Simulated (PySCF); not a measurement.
A mixed set of molecules.

All values: wB97X-D/def2-SVPD (PySCF) at PBE0-D3(BJ)/def2-SVP geometries, gas phase, one conformer each. Core orbitals are frozen in the response; Δα² is half the sum of the squared differences of the principal polarisabilities. The calculation is non-relativistic, for bromine too.

Problem. Rank by dipole moment, lowest first.
A. `[CH2:1]=[CH:2][C:3](=[O:4])[c:5]1[cH:6][cH:7][cH:8][cH:9][cH:10]1` with C1–C2–C3–O4 0°, C2–C3–C5–C6 -179°
B. `[CH2:1]=[CH:2][c:3]1[cH:4][cH:5][c:6]([OH:7])[c:8]2[c:9]1[CH2:10]2` with C1–C2–C3–C4 180°, C5–C6–O7–H 180°
C. `CC(C)(C)S`

Solution. B (1.35 D), C (1.82 D), A (2.83 D).

Problem. Rank by polarisability anisotropy Δα, lowest first.
A. `[CH2:1]=[CH:2][C:3](=[O:4])[c:5]1[cH:6][cH:7][cH:8][cH:9][cH:10]1` with C1–C2–C3–O4 0°, C2–C3–C5–C6 -179°
B. `Cl[C@@H]1C[C@@H]1Br`
C. `[CH2:1]=[CH:2][c:3]1[cH:4][cH:5][c:6]([OH:7])[c:8]2[c:9]1[CH2:10]2` with C1–C2–C3–C4 180°, C5–C6–O7–H 180°
D. `CC(C)(C)S`

Solution. D (1.40 Å³), B (2.55 Å³), C (12.07 Å³), A (12.51 Å³).

Problem. Rank by mean static polarisability, highest first.
A. `CC(C)(C)S`
B. `Cl[C@@H]1C[C@@H]1Br`
C. `C=CC(=O)c1ccccc1`
D. `C=Cc1ccc(O)c2c1C2`

Solution. D (16.76 Å³), C (16.36 Å³), A (10.68 Å³), B (10.11 Å³).

All values together:

```json
{"SMILES": "C=CC(=O)c1ccccc1", "formula": "C9H8O", "μ (D)": "2.83", "HOMO (eV)": "-9.35", "LUMO (eV)": "-0.52", "α (Å³)": "16.36", "Δα (Å³)": "12.51", "electrons": "70", "α per electron (Å³)": "0.234", "ΔSCF removal energy (eV)": "9.39"}
{"SMILES": "Cl[C@@H]1C[C@@H]1Br", "formula": "C3H4BrCl", "μ (D)": "2.69", "HOMO (eV)": "-9.69", "LUMO (eV)": "1.16", "α (Å³)": "10.11", "Δα (Å³)": "2.55", "electrons": "74", "α per electron (Å³)": "0.137", "ΔSCF removal energy (eV)": "10.06"}
{"SMILES": "CC(C)(C)S", "formula": "C4H10S", "μ (D)": "1.82", "HOMO (eV)": "-8.62", "LUMO (eV)": "1.90", "α (Å³)": "10.68", "Δα (Å³)": "1.40", "electrons": "50", "α per electron (Å³)": "0.214", "ΔSCF removal energy (eV)": "9.06"}
{"SMILES": "C=Cc1ccc(O)c2c1C2", "formula": "C9H8O", "μ (D)": "1.35", "HOMO (eV)": "-7.89", "LUMO (eV)": "0.70", "α (Å³)": "16.76", "Δα (Å³)": "12.07", "electrons": "70", "α per electron (Å³)": "0.239", "ΔSCF removal energy (eV)": "–"}
```

Conformers: `[CH2:1]=[CH:2][C:3](=[O:4])[c:5]1[cH:6][cH:7][cH:8][cH:9][cH:10]1` with C1–C2–C3–O4 0°, C2–C3–C5–C6 -179°; `[CH2:1]=[CH:2][c:3]1[cH:4][cH:5][c:6]([OH:7])[c:8]2[c:9]1[CH2:10]2` with C1–C2–C3–C4 180°, C5–C6–O7–H 180°.

A dash marks a removal energy that wasn't run or isn't settled.
